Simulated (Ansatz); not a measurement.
`N[Si]O` + `[SiH3]N[SiH3]` → `N[Si]N([SiH3])[SiH3]` + H₂O  (ligand exchange at the Si–O bond)

Program: Ansatz. Geometries: PBE0-D4/def2-TZVP. ΔE: electronic, gas phase. CBS: MP2 limit from def2 TZ/QZ plus the TZ coupled-cluster correction, frozen cores. This one scheme is used for every species. DFT in def2-TZVPP. B3LYP here is the variant with VWN-RPA as its local correlation; programs differ in this. HSE06 is defined as in plane-wave codes. Each species was taken in one conformer, which may not be the lowest.

`N[Si]O`:

```xyz
6

N    -0.029    0.821    0.432
Si   -0.904    0.037   -0.819
O    -0.142   -1.428   -0.931
H    -0.282    1.754    0.719
H     0.755    0.470    0.964
H     0.602   -1.654   -0.366
```

`[SiH3]N[SiH3]`:

Cartesian coordinates in Å:
```
Si 1.388 -0.334 0.632
N -0.099 0.502 0.372
Si -1.350 0.163 -0.767
H 1.553 -1.301 -0.481
H 1.408 -1.076 1.924
H 2.535 0.614 0.653
H -0.288 1.262 1.012
H -0.832 -0.868 -1.699
H -1.725 1.388 -1.526
H -2.590 -0.349 -0.119
```

`N[Si]N([SiH3])[SiH3]`:

Z-matrix (Å, degrees):
```
Si
N 1 1.744
H 1 1.487 2 110.9
H 1 1.488 2 110.6 3 -119.7
H 1 1.485 2 108.1 3 120.2
Si 2 1.754 1 117.3 3 -117.5
Si 2 1.740 1 117.0 3 65.2
N 6 1.713 2 102.0 1 175.9
H 7 1.487 2 108.8 1 -10.5
H 7 1.489 2 111.0 1 -129.9
H 7 1.486 2 111.5 1 109.8
H 8 1.008 6 118.5 2 178.2
H 8 1.010 6 130.0 2 -6.4
```

H₂O:

Z-matrix (Å, degrees):
```
O
H 1 0.960
H 1 0.960 2 105.1
```

Task: Is it downhill or uphill in electronic energy at CCSD(T)/CBS, and by how much? (Estimate.)

Result: Ansatz gave: Uphill: ΔE = +0.27 eV.

Task: What do these levels give: B3LYP, r2SCAN0, HSE06, LC-ωPBE, RPA@PBE/def2-TZVPP, CCSD/def2-SVP? (Estimate.)

Result: The calculation gave: B3LYP 0.51, r2SCAN0 0.36, HSE06 0.37, LC-ωPBE 0.41, RPA@PBE/def2-TZVPP 0.29, CCSD/def2-SVP 0.29 eV.

Largest T1 diagnostic among the species: 0.014.

The D4 term adds −0.19 eV with B3LYP and −0.11 eV with PBE0; it sums over pairs of atoms, weighted by their polarisabilities, and B3LYP, whose exchange is more repulsive, gets the larger term. In def2-TZVPP, CCSD(T) changes the Hartree–Fock value by −0.31 eV (the triples alone add −0.06 eV) and MP2 by −0.33 eV.
